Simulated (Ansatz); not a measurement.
**Cost against result**

Saddle point of BNH4SeF2, closed shell (BNH₂F₂ ([NH2][B]([F])[F]) + H₂Se → BHSeF₂ ([F][B]([F])[SeH]) + NH₃ (still joined by a long B–N bond); bonds formed: B1–Se6, N2–H5; bonds broken: H5–Se6; bonds weakened to dative contacts: B1–N2), PBE0-D4/def2-TZVP structure:

```json
{"atom": "B1", "x (Å)": "-0.2211", "y (Å)": "0.4426", "z (Å)": "-0.7321"}
{"atom": "N2", "x (Å)": "1.0322", "y (Å)": "-0.1355", "z (Å)": "-0.1158"}
{"atom": "F3", "x (Å)": "-0.9153", "y (Å)": "-0.3544", "z (Å)": "-1.5389"}
{"atom": "F4", "x (Å)": "-0.2239", "y (Å)": "1.7568", "z (Å)": "-0.9337"}
{"atom": "H5", "x (Å)": "0.2760", "y (Å)": "-0.1721", "z (Å)": "1.0153"}
{"atom": "Se6", "x (Å)": "-1.3203", "y (Å)": "0.1950", "z (Å)": "1.5583"}
{"atom": "H7", "x (Å)": "1.8254", "y (Å)": "0.4919", "z (Å)": "-0.0663"}
{"atom": "H8", "x (Å)": "1.3066", "y (Å)": "-1.0489", "z (Å)": "-0.4542"}
{"atom": "H9", "x (Å)": "-1.7596", "y (Å)": "-1.1753", "z (Å)": "1.2674"}
```

Barriers are electronic and count from the start structure reached by relaxing down the imaginary mode.

Ansatz 0.2.0; basis: as named in each row; cores frozen in the correlated methods. Filled d shells of the heavier atoms are correlated. The def2 sets are not built for correlating such inner shells, so the correlated values are less sure here. B3LYP uses VWN-RPA correlation. Extrapolation: Hartree–Fock as exp(−7.88 √X), correlation as X^−2.97.

Times are rough, for one single point on 8 threads of a shared host (Oxide Virtual Turin-like).

The estimate by CCSD(T) at an estimated basis limit (MP2 extrapolated from triple and quadruple zeta, plus CCSD(T) − MP2 in triple zeta) is 27.77 kcal/mol.

```json
{"method": "HF", "basis": "STO-3G", "time (s)": "under 1", "barrier (kcal/mol)": "33.27", "method less estimate": "5.50"}
{"method": "PBE-D4", "basis": "STO-3G", "time (s)": "under 1", "barrier (kcal/mol)": "4.51", "method less estimate": "-23.26"}
{"method": "SPW92", "basis": "def2-SVP", "time (s)": "under 1", "barrier (kcal/mol)": "9.42", "method less estimate": "-18.35"}
{"method": "PBE-D4", "basis": "def2-SVP", "time (s)": "under 1", "barrier (kcal/mol)": "16.51", "method less estimate": "-11.26"}
{"method": "B3LYP-D4", "basis": "6-31G", "time (s)": "under 1", "barrier (kcal/mol)": "24.21", "method less estimate": "-3.56"}
{"method": "PBE0-D4", "basis": "def2-SVP", "time (s)": "1", "barrier (kcal/mol)": "20.67", "method less estimate": "-7.10"}
{"method": "SPW92", "basis": "def2-TZVPP", "time (s)": "1", "barrier (kcal/mol)": "13.35", "method less estimate": "-14.41"}
{"method": "PBE-D4", "basis": "def2-TZVPP", "time (s)": "2", "barrier (kcal/mol)": "19.77", "method less estimate": "-8.00"}
{"method": "BLYP-D4", "basis": "def2-TZVPP", "time (s)": "2", "barrier (kcal/mol)": "24.62", "method less estimate": "-3.15"}
{"method": "B3LYP-D4", "basis": "def2-TZVPP", "time (s)": "2", "barrier (kcal/mol)": "27.24", "method less estimate": "-0.53"}
{"method": "PBE0-D4", "basis": "def2-TZVPP", "time (s)": "2", "barrier (kcal/mol)": "23.26", "method less estimate": "-4.51"}
{"method": "CAM-B3LYP-D4", "basis": "def2-TZVPP", "time (s)": "2", "barrier (kcal/mol)": "29.19", "method less estimate": "1.42"}
{"method": "r2SCAN-D4", "basis": "def2-TZVPP", "time (s)": "2", "barrier (kcal/mol)": "22.04", "method less estimate": "-5.73"}
{"method": "BHLYP-D4", "basis": "def2-TZVPP", "time (s)": "2", "barrier (kcal/mol)": "31.51", "method less estimate": "3.74"}
{"method": "wB97M-V", "basis": "def2-SVP", "time (s)": "2", "barrier (kcal/mol)": "23.80", "method less estimate": "-3.97"}
{"method": "r2SCAN0-D4", "basis": "def2-TZVPP", "time (s)": "2", "barrier (kcal/mol)": "24.58", "method less estimate": "-3.19"}
{"method": "RPA on PBE", "basis": "def2-TZVPP", "time (s)": "3", "barrier (kcal/mol)": "28.55", "method less estimate": "0.78"}
{"method": "B2PLYP", "basis": "def2-TZVPP", "time (s)": "3", "barrier (kcal/mol)": "28.52", "method less estimate": "0.75"}
{"method": "PBE-QIDH", "basis": "def2-TZVPP", "time (s)": "3", "barrier (kcal/mol)": "25.78", "method less estimate": "-1.99"}
{"method": "wB97M-V", "basis": "def2-TZVPP", "time (s)": "3", "barrier (kcal/mol)": "27.40", "method less estimate": "-0.37"}
{"method": "B97M-V", "basis": "def2-TZVPP", "time (s)": "3", "barrier (kcal/mol)": "28.09", "method less estimate": "0.32"}
{"method": "wB97X-V", "basis": "def2-TZVPP", "time (s)": "4", "barrier (kcal/mol)": "28.16", "method less estimate": "0.39"}
{"method": "CCSD(T)", "basis": "def2-SVP", "time (s)": "4", "barrier (kcal/mol)": "29.80", "method less estimate": "2.03"}
{"method": "MP2", "basis": "def2-QZVPP", "time (s)": "8", "barrier (kcal/mol)": "25.79", "method less estimate": "-1.98"}
{"method": "CCSD(T)", "basis": "def2-TZVPP", "time (s)": "60", "barrier (kcal/mol)": "28.46", "method less estimate": "0.69"}
```

All methods are single points on the PBE0-D4 structures.

The T1 diagnostic stays at or below 0.012.

Labels in which every atom is bracketed show which atoms are joined, not bond orders.
